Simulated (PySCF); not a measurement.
C2H6OSi2, SMILES C1=C[SiH2]O[SiH2]1.

The structure is a stationary point at PBE0-D3(BJ)/def2-SVP. The structure was generated by enumeration, and PubChem lists no compound with its InChIKey, so it may never have been made.

Calculation: PBE0-D3(BJ)/def2-SVP (PySCF 2.14.0).

Frequencies are harmonic and unscaled.

```json
[
 {"mode": "1", "ν (cm⁻¹)": "152", "IR (km/mol)": "1.0", "moving atoms (share of kinetic energy)": "O 46 %, H 33 %, Si 17 %"},
 {"mode": "2", "ν (cm⁻¹)": "267", "IR (km/mol)": "0.0", "moving atoms (share of kinetic energy)": "C 57 %, H 42 %"},
 {"mode": "3", "ν (cm⁻¹)": "425", "IR (km/mol)": "6.6", "moving atoms (share of kinetic energy)": "Si 61 %, O 29 %"},
 {"mode": "4", "ν (cm⁻¹)": "479", "IR (km/mol)": "23.5", "moving atoms (share of kinetic energy)": "C 53 %, Si 40 %"},
 {"mode": "5", "ν (cm⁻¹)": "510", "IR (km/mol)": "3.1", "moving atoms (share of kinetic energy)": "H 94 %"},
 {"mode": "6", "ν (cm⁻¹)": "655", "IR (km/mol)": "0.0", "moving atoms (share of kinetic energy)": "H 69 %, C 15 %, Si 15 %"},
 {"mode": "7", "ν (cm⁻¹)": "678", "IR (km/mol)": "3.2", "moving atoms (share of kinetic energy)": "C 46 %, H 29 %, Si 21 %"},
 {"mode": "8", "ν (cm⁻¹)": "691", "IR (km/mol)": "0.0", "moving atoms (share of kinetic energy)": "H 95 %"},
 {"mode": "9", "ν (cm⁻¹)": "693", "IR (km/mol)": "76.8", "moving atoms (share of kinetic energy)": "H 78 %, O 13 %, Si 9 %"},
 {"mode": "10", "ν (cm⁻¹)": "703", "IR (km/mol)": "7.2", "moving atoms (share of kinetic energy)": "H 49 %, C 43 %"},
 {"mode": "11", "ν (cm⁻¹)": "716", "IR (km/mol)": "0.0", "moving atoms (share of kinetic energy)": "O 42 %, Si 29 %, C 17 %, H 13 %"},
 {"mode": "12", "ν (cm⁻¹)": "768", "IR (km/mol)": "136.6", "moving atoms (share of kinetic energy)": "H 74 %, C 21 %"},
 {"mode": "13", "ν (cm⁻¹)": "821", "IR (km/mol)": "53.0", "moving atoms (share of kinetic energy)": "H 57 %, Si 25 %, C 13 %"},
 {"mode": "14", "ν (cm⁻¹)": "940", "IR (km/mol)": "370.2", "moving atoms (share of kinetic energy)": "H 66 %, Si 23 %, O 9 %"},
 {"mode": "15", "ν (cm⁻¹)": "969", "IR (km/mol)": "456.2", "moving atoms (share of kinetic energy)": "H 73 %, O 14 %, Si 13 %"},
 {"mode": "16", "ν (cm⁻¹)": "976", "IR (km/mol)": "15.8", "moving atoms (share of kinetic energy)": "O 53 %, H 39 %"},
 {"mode": "17", "ν (cm⁻¹)": "991", "IR (km/mol)": "2.1", "moving atoms (share of kinetic energy)": "H 93 %"},
 {"mode": "18", "ν (cm⁻¹)": "1028", "IR (km/mol)": "0.0", "moving atoms (share of kinetic energy)": "H 80 %, C 20 %"},
 {"mode": "19", "ν (cm⁻¹)": "1085", "IR (km/mol)": "4.9", "moving atoms (share of kinetic energy)": "H 96 %"},
 {"mode": "20", "ν (cm⁻¹)": "1295", "IR (km/mol)": "10.4", "moving atoms (share of kinetic energy)": "H 65 %, C 34 %"},
 {"mode": "21", "ν (cm⁻¹)": "1600", "IR (km/mol)": "0.9", "moving atoms (share of kinetic energy)": "C 96 %"},
 {"mode": "22", "ν (cm⁻¹)": "2237", "IR (km/mol)": "0.0", "moving atoms (share of kinetic energy)": "H 96 %"},
 {"mode": "23", "ν (cm⁻¹)": "2239", "IR (km/mol)": "290.2", "moving atoms (share of kinetic energy)": "H 96 %"},
 {"mode": "24", "ν (cm⁻¹)": "2240", "IR (km/mol)": "244.3", "moving atoms (share of kinetic energy)": "H 98 %"},
 {"mode": "25", "ν (cm⁻¹)": "2248", "IR (km/mol)": "27.7", "moving atoms (share of kinetic energy)": "H 98 %"},
 {"mode": "26", "ν (cm⁻¹)": "3158", "IR (km/mol)": "3.6", "moving atoms (share of kinetic energy)": "H 92 %"},
 {"mode": "27", "ν (cm⁻¹)": "3178", "IR (km/mol)": "7.6", "moving atoms (share of kinetic energy)": "H 91 %, C 9 %"}
]
```
